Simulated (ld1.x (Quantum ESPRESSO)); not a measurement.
# Logarithmic derivatives: tellurium, RRKJ

ld1.x (Quantum ESPRESSO) 7.5 input, shortened:

```
&input
   title='Te', zed=52., rel=1, dft='PBE', iswitch=3,
   config='[Kr] 4d10 5s2 5p3'
 /
 &inputp
   pseudotype=2, tm=.false., rho0=0.02, lloc=1,
   nlcc=.true., rcore=1.30
 /
2
5S  1  0   2.00   0.00  1.85  1.85  0.0
5P  2  1   3.00   0.00  2.20  2.20  0.0
 &test
   configts(1)='5s2 5p3'
 /
```

The phase is arctan(r·u′/u) with u = r·R(r), unwrapped; energies in Ry, scanned from -4 to 5 Ry. A pole is an energy at which the radial function vanishes at the test radius. The pseudo phase is shifted by a multiple of π to meet the all-electron one at the reference energy, and phase errors are pseudo minus all-electron; the curves can meet again beyond the range given. Levels narrower than the energy grid can be missing from the lists of poles.

```csv
channel,radius (bohr),reference energy (Ry),"poles, all-electron","poles, pseudo",unbroken range about the reference energy with phases within 0.05 rad,phase error 1 Ry above the reference energy (rad)
s,2.41,-1.72,-0.27,"-0.33, 3.77",below 1.0,-0.005
p,2.41,-1.01,1.20,1.11,below 3.1,-0.004
```

Phases in the p channel:

| E (Ry) | all-electron | pseudo |
| --- | --- | --- |
| -4.00 | 1.295 | 1.293 |
| -3.76 | 1.279 | 1.277 |
| -3.52 | 1.260 | 1.258 |
| -3.28 | 1.237 | 1.235 |
| -3.04 | 1.209 | 1.207 |
| -2.80 | 1.174 | 1.172 |
| -2.56 | 1.128 | 1.126 |
| -2.32 | 1.066 | 1.063 |
| -2.08 | 0.978 | 0.975 |
| -1.84 | 0.843 | 0.840 |
| -1.60 | 0.622 | 0.619 |
| -1.36 | 0.254 | 0.252 |
| -1.12 | -0.263 | -0.263 |
| -0.88 | -0.727 | -0.728 |
| -0.64 | -1.024 | -1.025 |
| -0.40 | -1.201 | -1.203 |
| -0.16 | -1.313 | -1.317 |
| 0.08 | -1.390 | -1.395 |
| 0.32 | -1.446 | -1.452 |
| 0.56 | -1.490 | -1.496 |
| 0.80 | -1.524 | -1.532 |
| 1.04 | -1.554 | -1.562 |
| 1.28 | -1.579 | -1.589 |
| 1.52 | -1.601 | -1.614 |
| 1.76 | -1.622 | -1.637 |
| 2.00 | -1.642 | -1.660 |
| 2.24 | -1.661 | -1.683 |
| 2.48 | -1.680 | -1.707 |
| 2.72 | -1.700 | -1.734 |
| 2.96 | -1.721 | -1.763 |
| 3.20 | -1.744 | -1.799 |
| 3.44 | -1.769 | -1.843 |
| 3.68 | -1.798 | -1.899 |
| 3.92 | -1.832 | -1.978 |
| 4.16 | -1.874 | -2.097 |
| 4.40 | -1.927 | -2.291 |
| 4.64 | -1.997 | -2.633 |
| 4.88 | -2.096 | -3.180 |
